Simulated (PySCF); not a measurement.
From results back to the method.

C4H10Si.
SMILES: `[SiH2](C)CC=C`

The closed-shell ground state was solved 7 times with PySCF (density fitting, gas phase), always with PBE0, in these basis sets: 6-31G, 6-31G*, IGLO-III, STO-3G, aug-cc-pVDZ, def2-SVP and def2-TZVP. Geometry: PBE0-D3(BJ)/def2-SVP, one conformer, isolated molecule.

```tsv
row	total energy (Eh)	HOMO (eV)	LUMO (eV)	dipole (D)
P	-447.3958	-7.02	0.38	0.38
Q	-447.6730	-7.06	0.06	0.37
R	-442.3891	-5.09	3.82	0.45
S	-447.6663	-7.05	0.16	0.38
T	-447.6120	-7.05	-0.09	0.37
U	-447.5746	-6.80	0.70	0.42
V	-447.5123	-6.86	0.74	0.37
```

Which basis belongs to which row?

P = def2-SVP, Q = IGLO-III, R = STO-3G, S = def2-TZVP, T = aug-cc-pVDZ, U = 6-31G*, V = 6-31G. From the lowest total energy up: IGLO-III (284 functions) 0 eV; def2-TZVP (221 functions) +0.18 eV; aug-cc-pVDZ (209 functions) +1.66 eV; 6-31G* (94 functions) +2.68 eV; 6-31G (69 functions) +4.37 eV; def2-SVP (124 functions) +7.54 eV; STO-3G (39 functions) +143.78 eV.

The values belong to the conformer `[CH2:1]=[CH:2][CH2:3][SiH2:4][CH3:5]`: C1–C2–C3–Si4 103°, C2–C3–Si4–C5 -61°.
